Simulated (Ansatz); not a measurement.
Geometry optimisation, Ansatz, RHF/def2-SVP.

The input (input.yaml):

```yaml
crystal:
  periodic: [false, false, false]
  atoms:
    - { symbol: Si, position_ang: [0.0, 0.0, 0.0] }
    - { symbol: O, position_ang: [0.0, 0.0, 1.68] }
    - { symbol: C, position_ang: [-1.1112, -0.3437, 2.4945] }
    - { symbol: H, position_ang: [-1.814, -0.9775, 1.9143] }
    - { symbol: H, position_ang: [-0.7584, -0.9037, 3.3856] }
    - { symbol: H, position_ang: [-1.6313, 0.5809, 2.8212] }
    - { symbol: H, position_ang: [1.3768, 0.0, -0.4862] }
    - { symbol: H, position_ang: [-0.6877, 1.1914, -0.4862] }
    - { symbol: O, position_ang: [-0.7913, -1.3709, -0.5594] }
    - { symbol: Si, position_ang: [-1.673, -2.4329, 0.3983] }
    - { symbol: H, position_ang: [-1.2634, -2.287, 1.792] }
    - { symbol: H, position_ang: [-3.0964, -2.1323, 0.2761] }
    - { symbol: H, position_ang: [-1.4264, -3.8036, -0.0398] }
basis:
  gaussian: { orbitals: def2-SVP }
hamiltonian:
  xc: hf
relax:
  f_tol: 0.02
  max_steps: 40
```

Launched with:

```bash
$ ansatz run input.yaml --threads 4 --pin off --max-ram 5120MiB --backend cpu --events-out ev --progress --plain --runs-dir out
```

Q: Where does it end, and by what steps?

A: It converged. The force dipped under the threshold on the way, but the program's further checks kept it going. After 31 steps the energy has fallen by 1.591 eV; H5 moved furthest, 1.67 Å.

| step | energy less start (eV) | largest force component (eV/Å) | accepted |
| --- | --- | --- | --- |
| 0 | 0.0000 | 2.131 | yes |
| 2 | -1.1770 | 0.592 | yes |
| 4 | -1.4810 | 0.209 | yes |
| 6 | -1.5515 | 0.072 | yes |
| 8 | -1.5643 | 0.192 | yes |
| 10 | -1.5710 | 0.134 | yes |
| 12 | -1.5746 | 0.166 | yes |
| 14 | -1.5776 | 0.145 | yes |
| 16 | -1.5857 | 0.114 | yes |
| 18 | -1.5883 | 0.005 | yes |
| 20 | -1.5891 | 0.048 | yes |
| 22 | -1.5898 | 0.031 | yes |
| 24 | -1.5900 | 0.026 | yes |
| 26 | -1.5904 | 0.035 | yes |
| 28 | -1.5911 | 0.029 | yes |
| 30 | -1.5911 | 0.019 | yes |
| 31 | -1.5914 | 0.017 | yes |

```xyz
13
Properties=species:S:1:pos:R:3
Si -0.250 -0.172 0.275
O 0.066 0.050 1.865
C -0.805 0.393 2.898
H -1.484 -0.429 3.134
H -0.221 0.622 3.788
H -1.403 1.273 2.645
H 1.044 -0.400 -0.387
H -0.937 1.015 -0.273
O -1.232 -1.460 0.045
Si -1.785 -2.991 -0.154
H -1.983 -3.633 1.165
H -3.076 -2.958 -0.873
H -0.813 -3.789 -0.937
```

Whether the end is a true minimum wasn't checked by a vibrational analysis.

Time of the run: 29 s on 4 threads of Intel(R) Xeon(R) Platinum 8488C (Sapphire Rapids), with other jobs on the host, peak memory 0.27 GiB.
